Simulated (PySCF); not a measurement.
C₂H₉FSi₃, SMILES C[Si]1(F)[SiH2]C[SiH2]1.

The structure is a stationary point at ωB97X-D3(BJ)/def2-SVP. The structure was generated by enumeration, and PubChem lists no compound with its InChIKey, so it may never have been made.

These are HF/def2-TZVP in PySCF values and carry that method's errors.

Symmetry labels are those of the subgroup Cs that the program uses (full group Cs).

List the valence orbital energies around the gap with their symmetry. (Estimate from the structure and the level; the computed values follow.)


```json
[
 {"orbital": "HOMO−7", "symmetry": "A\"", "energy (eV)": "-15.41"},
 {"orbital": "HOMO−6", "symmetry": "A'", "energy (eV)": "-14.91"},
 {"orbital": "HOMO−5", "symmetry": "A'", "energy (eV)": "-14.14"},
 {"orbital": "HOMO−4", "symmetry": "A\"", "energy (eV)": "-12.99"},
 {"orbital": "HOMO−3", "symmetry": "A'", "energy (eV)": "-12.68"},
 {"orbital": "HOMO−2", "symmetry": "A\"", "energy (eV)": "-11.34"},
 {"orbital": "HOMO−1", "symmetry": "A'", "energy (eV)": "-11.05"},
 {"orbital": "HOMO", "symmetry": "A\"", "energy (eV)": "-9.40"},
 {"orbital": "LUMO", "symmetry": "A'", "energy (eV)": "2.40"},
 {"orbital": "LUMO+1", "symmetry": "A'", "energy (eV)": "2.53"},
 {"orbital": "LUMO+2", "symmetry": "A\"", "energy (eV)": "3.64"},
 {"orbital": "LUMO+3", "symmetry": "A'", "energy (eV)": "3.77"}
]
```
